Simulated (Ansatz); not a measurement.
# A barrier at the coupled-cluster level

Start structure (Si$_{4}$H$_{12}$ClOF, closed shell), relaxed at PBE0-D4/def2-TZVP:

```
atom    x (Å)    y (Å)    z (Å)
 Si1  -0.9257  -0.1895  -1.0078
 Si2   0.9223   1.2225  -1.3810
 Si3  -1.9130   0.1587   1.1010
 Si4  -0.3959  -2.4361  -1.4707
  F5  -2.0357   0.2780  -2.1002
  H6   1.5714  -0.0266   1.7441
 Cl7   1.2170  -1.2539   1.3792
  H8   1.2426   1.8803   2.7581
  O9   1.8914   1.5581   2.1248
 H10   2.2214   0.5308  -1.1795
 H11   0.8703   1.7790  -2.7592
 H12   0.8995   2.3934  -0.4449
 H13  -3.2254   0.8306   0.8872
 H14  -2.1345  -1.1083   1.8422
 H15  -1.0804   1.0650   1.9408
 H16  -0.6934  -3.3054  -0.3027
 H17   1.0394  -2.5775  -1.8298
 H18  -1.2262  -2.8776  -2.6248
 H19   1.7550   2.0786   1.3232
```

The step: Si₄H₉F ([F][Si]([SiH3])([SiH3])[SiH3]) + HCl + H₂O → Si₃H₆ClF ([F][Si]([SiH3])([SiH3])[Cl]) + SiH₄ + H₂O; bonds formed: Si1–Cl7, Si2–H8, H6–O9; bonds broken: Si1–Si2, H6–Cl7, H8–O9. Computed with Ansatz 0.2.0 (basis: def2-TZVPP and def2-QZVPP); correlated methods freeze the cores. Extrapolation: Hartree–Fock as exp(−7.88 √X), correlation as X^−2.97. Energies below are by CCSD(T) at an estimated basis limit (MP2 extrapolated from triple and quadruple zeta, plus CCSD(T) − MP2 in triple zeta).

(1) What are the electronic barrier and the energy of the step, from the start structure to the end structure? (Judge from chemistry; the value comes from the calculation.)

The T1 diagnostic stays at or below 0.014.

Results:

(1) The calculation gives: Barrier 37.15 kcal/mol; step energy -21.19 kcal/mol (downhill); reverse barrier, their difference, 58.34 kcal/mol. Barrier and step energy count from the start structure, the reverse barrier from the end structure.

The saddle point: One imaginary mode of 1129i cm⁻¹.
```csv
pair,start (Å),saddle (Å),end (Å)
Si1–Cl7,3.38,2.60,2.07
Si2–H8,4.20,1.84,1.48
H6–O9,1.66,1.01,0.96
Si1–Si2,2.36,2.51,4.52
H6–Cl7,1.33,1.92,3.48
H8–O9,0.96,1.32,2.93
```

Zero-point energy (harmonic, PBE0-D4): ZPE is 70.21 kcal/mol at the start and 69.56 kcal/mol at the saddle, so the barrier goes from 37.15 to 36.50 kcal/mol.

Labels in which every atom is bracketed show which atoms are joined, not bond orders.

For scale, one of the runs: CCSD(T)/def2-TZVPP, 440 basis functions, launched by `ansatz run in.yaml --threads 4 --pin off --events-out ev --progress --plain --max-ram 66560MiB --backend cuda --devices 0, --max-vram 37GiB`. Hardware: 4 CPU threads of an AMD EPYC 7R13 and a share of one NVIDIA H100, shared host. Wall time 46 s; peak host memory 1.8 GiB.
